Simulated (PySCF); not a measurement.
Computed vibrations of [Tb(H2S)2]3+

[Tb(H2S)2]3+ (singlet in the valence; each metal's 4f electrons, 8 of them, lie in its core potential, out of spins and levels). PySCF 2.14.0, RKS PBE, Tb lcecp-1-SVP with ECP54, S def2-SVP, H def2-SVP; non-relativistic Hamiltonian with scalar-relativistic core potentials where named; density fitting; no spin-orbit coupling. Central differences of gradients.

```xyz
7

Tb    0.0000    0.0000    0.0000
S     0.0000    0.0111    2.8431
H     1.0443    0.7395    3.3837
H    -1.0443    0.7395    3.3837
S     0.0000   -0.0111   -2.8431
H     1.0443   -0.7395   -3.3837
H    -1.0443   -0.7395   -3.3837
```

Run from Python with OMP_NUM_THREADS=2. Where DIIS fails, smearing, a level shift and second-order steps follow.
It took 40 s on 2 threads of Arm Neoverse V1, with other jobs on the host.

Q: What are the harmonic wavenumbers and infrared intensities?

A: Modes are labelled in C2h; negative numbers are unstable modes, those under 60 cm⁻¹ near the noise; a finer grid moves soft modes by up to 10 cm⁻¹.
```
cm⁻¹  km/mol  symmetry
-164       –        au
 -75       –        bu
 -39       –        au
 175     0.0        ag
 184   273.2        bu
 260   101.3        bu
 327     0.0        ag
 424    13.9        au
 469     0.0        bg
1073    21.1        bu
1080     0.0        ag
2461   808.5        bu
2469     0.0        ag
2489   432.9        au
2490     0.0        bg
```

Q: Is this a minimum?

A: No: 3 unstable; the lowest moves the atoms so:
```
Tb  -0.02  0.00  0.00
S    0.04  0.00  0.00
H    0.29 -0.40  0.06
H    0.29  0.40 -0.06
S    0.04  0.00  0.00
H    0.29  0.40 -0.06
H    0.29 -0.40  0.06
```

An lcecp potential fixes the number of 4f electrons, so in runs with it no electron can move into or out of that shell.
